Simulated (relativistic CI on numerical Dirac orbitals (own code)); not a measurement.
**Slater and spin-orbit integrals, Br XXXII**

These numbers are calculated, not measured: Dirac-Coulomb-Breit CI, separate exchange-only KLI orbitals for each configuration, model QED (radiative potential, 1s self-energy scaled to tabulated hydrogen-like ionisation energies), unscaled Slater integrals (own radial code, finite nucleus).

Slater integrals F^k, G^k are unscaled and averaged over j, outside the closed core 1s2; ζ comes from projecting the Hamiltonian with its Breit term on Σ l·s of the shell.

- 2s2p: G^1(2s,2p) = 669300, ζ(2p) = 301790 cm⁻¹; <r>(2s) = 0.1751, <r^2>(2s) = 0.03591, <r>(2p) = 0.1498, <r^2>(2p) = 0.02707 (bohr units).
- 2p²: F^2(2p,2p) = 637430, ζ(2p) = 299670 cm⁻¹; <r>(2p) = 0.1501, <r^2>(2p) = 0.02717 (bohr units).
- 2p3s: ζ(2p) = 307300, G^1(2p,3s) = 68335 cm⁻¹; <r>(2p) = 0.149, <r^2>(2p) = 0.0268, <r>(3s) = 0.4032, <r^2>(3s) = 0.1848 (bohr units).

Averages of the first 10 configurations, taken without configuration mixing, which lowers the lowest level and can move excited configurations by several eV; other configurations of the list can lie among them:

```tsv
Configuration	Parity	States	Average energy above the lowest level (eV)
2s²	even	1	8.8
2s2p	odd	12	111.7
2p²	even	15	242.0
2p3s	odd	12	2224.5
2p3p	even	36	2259.6
2s3s	even	4	2113.0
2s3p	odd	12	2150.1
2s3d	even	20	2175.4
2s4s	even	4	2834.0
2s4p	odd	12	2849.3
```
